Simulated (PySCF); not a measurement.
**Working with the constants of Ge₂⁺**

PBE0 constants of Ge₂⁺, ⁴Σg⁻ (quartet), unpaired electrons σ ↑, π ↑↑ (PySCF, scalar-relativistic core potentials, basis sets Ge cc-pVTZ-PP with ECP10; masses 73.9212 and 73.9212 u):

```
ωe             : 257.8 cm⁻¹
ωexe           : 0.711 cm⁻¹
Be             : 0.078424 cm⁻¹
αe             : 0.000307 cm⁻¹
De to Ge⁺ + Ge : 3.30 eV
```

What force constant and bond length do these constants imply?

Reduced mass μred = 36.961 u; k = 5.8918×10⁻⁷·μred·ωe² (u, cm⁻¹, mdyn/Å) = 1.45 mdyn/Å; Re = √(16.8576/(μred·Be)) (u, cm⁻¹, Å) = 2.412 Å.

Estimate the centrifugal constant D from the Kratzer relation and find the Dunham coefficient a1.

D = 4Be³/ωe² = 2.9e-08 cm⁻¹; a1 = −1 − αeωe/(6Be²) = -3.14.

Spin–orbit coupling is left out. The state is the lowest determinant that a PBE0 search found; another state may lie lower at other levels.
